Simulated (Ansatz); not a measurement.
Born–Oppenheimer molecular dynamics of CuHS (3 atoms, charge 0, multiplicity 1). It starts from a relaxed structure.

These are results of RKS PBE0/def2-SVP in Ansatz, not measurements.

```json
{"ensemble": "NVT, Langevin thermostat", "time step": "0.5 fs", "steps asked": "100", "set temperature": "400 K", "friction": "0.02 /fs", "seed": "995202"}
```

First frame:

```xyz
3
Properties=species:S:1:pos:R:3
S -0.518 0.578 -0.233
Cu 1.308 0.074 0.729
H -0.800 -0.717 -0.509
```

How far do the bonds stretch over the last three quarters of this one trajectory? (Pairs bonded in most of those frames.)


```json
{"bond": "S1–Cu2", "mean (Å)": "2.095", "spread (Å)": "0.029", "shortest": "2.06", "longest": "2.15"}
{"bond": "S1–H3", "mean (Å)": "1.359", "spread (Å)": "0.022", "shortest": "1.32", "longest": "1.40"}
```

Mean temperature of the second half: 200 K. The mean temperature of the second half is 50 % below the set value. A run of 0.05 ps of so small a system gives no equilibrium averages.

The run took 4.3 min on 1 CPU thread of a shared host.
